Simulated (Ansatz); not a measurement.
Two isomers of C2H6GeO2Si: A = `O[SiH](O)C#[C][GeH3]`, B = `O[SiH2]C#[C][GeH2][OH]`.

Computed with Ansatz on PBE0-D4/def2-TZVP structures; ΔE is electronic, products minus reactants. CCSD(T)/CBS adds triple-zeta CCSD(T) − MP2 to the extrapolated MP2 energy (def2 sets, frozen cores). Functionals use def2-TZVPP. B3LYP here is the variant with VWN-RPA as its local correlation; programs differ in this. For Ge outer-core shells are correlated without core-valence functions, which leaves a few kJ/mol of doubt a bond. Scalar relativity is left out up to krypton. One conformer a species, not always the lowest.

Which isomer does CCSD(T)/CBS put lower? Give the gap. (Best estimate.)

Ansatz gave: A, by 21.5 kcal/mol.

Give E(B) − E(A) in kcal/mol with PBE-D4, B3LYP-D4, PBE0-D4, CCSD/def2-TZVPP, B3LYP, r2SCAN-D4, MP2/def2-TZVPP. (Best estimate.)

Ansatz gave: PBE-D4 20.5, B3LYP-D4 21.1, PBE0-D4 21.3, CCSD/def2-TZVPP 20.9, B3LYP 20.8, r2SCAN-D4 21.7, MP2/def2-TZVPP 20.7. None reverses the order clearly.

Largest T1 diagnostic: 0.012.

From PBE to PBE0 (25 % exact exchange), in def2-TZVPP and without D4, E(B) − E(A) moves by +0.8 kcal/mol.
